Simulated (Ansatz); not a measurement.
ClGeH (`[Cl][GeH]`), relaxed with RKS PBE0-D4/def2-TZVP in Ansatz 0.2.0 from a PBE-D4/def2-SVP geometry. The force threshold is 0.005 eV/Å; the program also tests the step.

Total charge 0; spin multiplicity 1.

Start:

```xyz
3

Cl    1.170    0.583   -0.941
Ge   -0.252    0.398    0.743
H    -0.918   -0.981    0.198
```

```
step  energy (eV)  largest force (eV/Å)  largest move (Å)
   1  -69046.5658                 0.349             0.000
   2  -69046.5754                 0.120             0.042
   3  -69046.5767                 0.019             0.014
   4  -69046.5767                 0.002             0.001
```

End:

```xyz
3

Cl    1.149    0.568   -0.927
Ge   -0.252    0.394    0.738
H    -0.897   -0.963    0.189
```

Hardware: 4 threads of an Arm Neoverse V2 on a shared host. Wall time 2.4 s, peak host memory 0.16 GiB.
